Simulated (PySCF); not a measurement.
Electron correlation in Sr⁺ (strontium, charge +1)

[Kr] 5p1, 2P determinant (an excited configuration). Computed with PySCF 2.14 in aug-cc-pwCVTZ-X2C with one added diffuse shell each of s, p, d, f type (11s10p8d4f, 109 functions), with scalar relativity by spin-free X2C-1e. Frozen: [Ar] 3d10; 9 electrons correlated.

```
  level  correlation energy (mhartree)
   CCSD                        -201.42
    (T)                          -5.06
CCSD(T)                        -206.48
```

Diagnostics: T1 = 0.011, D1 = 0.0461, largest double amplitude 0.021.

Task: Is a single reference adequate?

Result: Yes, within this model without spin-orbit coupling: T1 lies below 0.03 and no double amplitude reaches 0.07.
